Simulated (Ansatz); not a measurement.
`[CH3][W](=[S])(=[S])[Cl]` + H–F → `[F][W](=[S])(=[S])[Cl]` + CH₄ at 400 K and 1 bar (ligand exchange at a W–C bond).

Computed with Ansatz on PBE0-D4/def2-TZVP structures; ΔE is electronic, products minus reactants. CCSD(T)/CBS is the MP2 limit (def2-TZVPP, def2-QZVPP) plus CCSD(T) − MP2 in def2-TZVPP, frozen cores. This one scheme is used for every species. Elements past krypton have def2 core potentials. For W outer-core shells are correlated without core-valence functions, which leaves a few kJ/mol of doubt a bond.

```csv
species,CCSD(T)/CBS energy (Eh),H − E (kJ/mol),S (J/(mol·K))
`[CH3][W](=[S])(=[S])[Cl]`,-1362.29591,140.4,413.5
H–F,-100.39570,36.5,182.2
`[F][W](=[S])(=[S])[Cl]`,-1422.27249,48.2,389.0
CH₄,-40.46206,131.3,197.2
```

H − E and S are ideal-gas, rigid-rotor, harmonic terms from PBE0-D4/def2-TZVP. 1 Eh = 2625.50 kJ/mol, R = 8.31446 J/(mol·K).

Task: By hand: ΔE, ΔH, ΔS and ΔG.

Result: ΔE = (-1422.27249) + (-40.46206) − (-1362.29591) − (-100.39570) = -0.04294 Eh = -112.7 kJ/mol. Δ(H − E) = 48.2 + 131.3 − 140.4 − 36.5 = 2.6, so ΔH = -110.1 kJ/mol. ΔS = 389.0 + 197.2 − 413.5 − 182.2 = -9.5 J/(mol·K). ΔG = -110.1 − 400 × (-9.5)/1000 = -106.3 kJ/mol.

Task: By hand: the equilibrium constant, and the temperature at which ΔG would vanish if ΔH and ΔS stayed fixed.

Result: log₁₀ K = −ΔG/(RT ln 10) = 13.9. ΔG = 0 at ΔH/ΔS = 11589 K, far beyond where these terms or the molecules hold.

The number of gas molecules stays the same, so ΔS is small and ΔH decides. A doubt of 5 kJ/mol in ΔE shifts log₁₀ K by 0.7 here. These are equilibria of isolated gas molecules and say nothing of rates. Largest T1 diagnostic: 0.022 (customary marks: 0.02 for closed shells, 0.045 for open ones).
